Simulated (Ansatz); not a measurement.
`C=CC[SiH](F)F` + `C=N` → `C=N[SiH](F)F` + `C=CC` at 500 K and 1 bar (ligand exchange at the Si–C bond).

Program: Ansatz. Geometries: PBE0-D4/def2-TZVP. ΔE: electronic, gas phase. CCSD(T)/CBS adds triple-zeta CCSD(T) − MP2 to the extrapolated MP2 energy (def2 sets, frozen cores). This one scheme is used for every species. Each species was taken in one conformer, which may not be the lowest.

```csv
species,CCSD(T)/CBS energy (Eh),H − E (kJ/mol),S (J/(mol·K))
`C=CC[SiH](F)F`,-606.56052,274.4,431.9
`C=N`,-94.52360,124.2,249.5
`C=N[SiH](F)F`,-583.35600,159.6,376.1
`C=CC`,-117.74610,238.4,304.6
```

H − E and S are ideal-gas, rigid-rotor, harmonic terms from PBE0-D4/def2-TZVP, for one conformer and one mirror image of each species. 1 Eh = 2625.50 kJ/mol, R = 8.31446 J/(mol·K).

Q: By hand: ΔE, ΔH, ΔS and ΔG.

A: ΔE = (-583.35600) + (-117.74610) − (-606.56052) − (-94.52360) = -0.01798 Eh = -47.2 kJ/mol. Δ(H − E) = 159.6 + 238.4 − 274.4 − 124.2 = -0.6, so ΔH = -47.8 kJ/mol. ΔS = 376.1 + 304.6 − 431.9 − 249.5 = -0.7 J/(mol·K). ΔG = -47.8 − 500 × (-0.7)/1000 = -47.4 kJ/mol.

Q: By hand: the equilibrium constant, and the temperature at which ΔG would vanish if ΔH and ΔS stayed fixed.

A: log₁₀ K = −ΔG/(RT ln 10) = 5.0. ΔG = 0 at ΔH/ΔS = 68286 K, far beyond where these terms or the molecules hold.

The number of gas molecules stays the same, so ΔS is small and ΔH decides. A doubt of 5 kJ/mol in ΔE shifts log₁₀ K by 0.5 here. Other conformers and mirror images would add mixing entropy, several J/(mol·K) or more a flexible species. Modes under 60 cm⁻¹, often nearly free rotors, make the harmonic entropy too high. These are equilibria of isolated gas molecules and say nothing of rates. Largest T1 diagnostic: 0.013 (customary marks: 0.02 for closed shells, 0.045 for open ones).
